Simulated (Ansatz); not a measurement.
## A relaxation, step by step

NH$_{3}$Br (SMILES [Br-].N) (charge -1), singlet, PBE0-D4/def2-TZVPD (Ansatz 0.2.0). Settings:

```yaml
hamiltonian: {xc: pbe0, dispersion: d4}
relax: {f_tol: 0.005, max_steps: 200}
```

Start (the SMILES describes the start alone):

```tsv
atom	x (Å)	y (Å)	z (Å)
Br1	-0.1281	0.1167	-2.6793
N2	-0.1587	0.1537	0.8641
H3	-0.2697	-0.8606	0.9906
H4	-0.2936	0.2797	-0.1624
H5	0.8501	0.3105	0.9869
```

```csv
step,energy less the last (meV),largest force component (eV/Å)
1,10.8,0.497
2,2.1,0.183
3,0.4,0.035
4,0.1,0.036
5,0.0,0.009
6,0.0,0.003
```

Step 2, positions (Å) and forces (eV/Å):

```
atom       x       y       z      Fx      Fy      Fz
 Br1  -0.131   0.119  -2.680   0.001  -0.001  -0.013
  N2  -0.157   0.152   0.860   0.168  -0.161  -0.183
  H3  -0.269  -0.853   0.991  -0.016   0.143   0.009
  H4  -0.286   0.273  -0.159  -0.009   0.009   0.178
  H5   0.843   0.310   0.988  -0.144   0.009   0.010
```

Step 3, positions (Å) and forces (eV/Å):

```csv
atom,x,y,z,Fx,Fy,Fz
Br1,-0.131,0.119,-2.684,0.000,0.000,-0.014
N2,-0.153,0.148,0.857,0.030,-0.029,-0.035
H3,-0.270,-0.851,0.992,-0.020,-0.010,0.021
H4,-0.287,0.274,-0.155,-0.019,0.018,0.007
H5,0.841,0.310,0.990,0.009,0.021,0.021
```

Step 4, positions (Å) and forces (eV/Å):

```
atom       x       y       z      Fx      Fy      Fz
 Br1  -0.134   0.122  -2.692   0.000   0.000  -0.012
  N2  -0.150   0.146   0.853  -0.024   0.023   0.036
  H3  -0.273  -0.851   1.000  -0.002  -0.030   0.005
  H4  -0.282   0.269  -0.158  -0.004   0.004  -0.035
  H5   0.840   0.314   0.997   0.031   0.003   0.005
```

Last step (6):

```tsv
atom	x (Å)	y (Å)	z (Å)
Br1	-0.1348	0.1227	-2.7023
N2	-0.1506	0.1459	0.8560
H3	-0.2733	-0.8513	1.0026
H4	-0.2817	0.2689	-0.1563
H5	0.8404	0.3137	1.0000
```

Hardware: 2 CPU threads of an Arm Neoverse V1, shared host. Wall time about 12 s.
